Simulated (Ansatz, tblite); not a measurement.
BAs nanocrystals, H-capped: gap (eV) at several levels, gas phase, relaxed structures; Ansatz, xTB through tblite. Levels of anions in sets without diffuse functions are rough. A dash marks a value that wasn't run or was left out as unsound. The structures are stationary points that may keep the symmetry of their start.

| species | state | geometry | GFN1-xTB | GFN2-xTB | PBE-D4/def2-SVP | B3LYP-D4/6-31G | PBE0-D4/def2-SVP |
| --- | --- | --- | --- | --- | --- | --- | --- |
| B4As5H16⁺, cut from zinc blende, disc | singlet | r2SCAN-D4/def2-SVP | 5.44 | 5.78 | 5.26 | 7.14 | 7.21 |
| B5As5H18, cut from wurtzite, disc | singlet | PBE-D4/def2-SVP | 5.36 | 5.37 | 5.08 | 6.89 | 6.92 |
| B5As6H18⁺, cut from wurtzite | singlet | r2SCAN-D4/def2-SVP | 5.02 | 4.93 | 4.51 | 6.28 | 6.37 |
| B9As8H24⁻, cut from wurtzite, rod | singlet | r2SCAN-D4/def2-SVP | 4.71 | 4.64 | 4.05 | – | 5.87 |

**Question.** Estimate the rows for B3As3H12, cut from wurtzite (singlet, B3LYP-D4/def2-SVP geometry); B6As5H18⁻, cut from wurtzite (singlet, PBE-D4/def2-SVP geometry).

**Answer.** 
```json
{"species": "B3As3H12, cut from wurtzite", "state": "singlet", "geometry": "B3LYP-D4/def2-SVP", "GFN1-xTB": "6.09", "GFN2-xTB": "6.10", "PBE-D4/def2-SVP": "5.37", "B3LYP-D4/6-31G": "7.28", "PBE0-D4/def2-SVP": "7.32"}
{"species": "B6As5H18⁻, cut from wurtzite", "state": "singlet", "geometry": "PBE-D4/def2-SVP", "GFN1-xTB": "5.08", "GFN2-xTB": "4.88", "PBE-D4/def2-SVP": "4.43", "B3LYP-D4/6-31G": "6.29", "PBE0-D4/def2-SVP": "6.30"}
```
